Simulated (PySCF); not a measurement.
Species: CH10BSbSi.
Geometry (PBE0-D3(BJ)/def2-SVP, Å), atoms numbered from 1 in this order:
```
atom  x, y, z in Å
Si1    2.449   -0.505   -0.205
C2     0.672   -0.015   -0.591
B3    -0.240   -0.390    0.669
Sb4   -2.461    0.229    0.181
H5     3.364   -0.173   -1.346
H6     2.555   -1.975    0.051
H7     2.952    0.217    1.006
H8     0.688    1.065   -0.821
H9     0.394   -0.549   -1.516
H10   -0.447   -1.574    0.888
H11   -0.107    0.278    1.684
H12   -2.853    1.851   -0.157
H13   -3.702   -0.042    1.311
H14   -3.270   -0.437   -1.162
```

Level of theory: PySCF 2.14.0, PBE0-D3(BJ)/def2-SVP geometry optimisation, gas phase, def2 core potentials past Kr.

Problem. Which atoms are bound to Sb4, and at what distances?

Solution. 4 atoms: H13 1.700 Å, H14 1.703 Å, H12 1.703 Å, B3 2.357 Å. The nearest atom not counted as bound is H11, at 2.79 Å (others tie with it).

Problem. List the angles at Sb4.

Solution. 
```csv
angle,degrees,distance of the outer atoms (Å)
B3–Sb4–H14,120.6,3.54
B3–Sb4–H13,120.5,3.54
B3–Sb4–H12,120.5,3.54
H12–Sb4–H13,96.6,2.54
H13–Sb4–H14,96.6,2.54
H12–Sb4–H14,96.1,2.53
```

Problem. Describe the arrangement about Sb4 in numbers.

Solution. Angles from 96.1° to 120.6°; τ4 = (360° − α − β)/141° = 0.84 with α and β the two widest (0 for a square, 1 for a tetrahedron).

Problem. What are the other bond lengths?

Solution. Si1–C2 1.883 Å; C2–B3 1.600 Å; Si1–H5, Si1–H6, Si1–H7 1.498 Å; C2–H8, C2–H9 1.104 Å; B3–H10, B3–H11 1.222 Å.

Problem. Give some angles away from the centre.

Solution. Si1–C2–B3 108.4°, C2–B3–Sb4 108.2°.

Problem. What are the rotational constants (commonest isotopes, rigid rotor)?

Solution. A = 15650, B = 701.8, C = 689.8 MHz: a near-prolate asymmetric top.

Point group: Cs (tolerance 0.08 Å). Charge 0, singlet. No PBE0-D3(BJ)/def2-SVP frequencies stand behind this structure, so it isn't proved a minimum.

One conformer stands for the species.
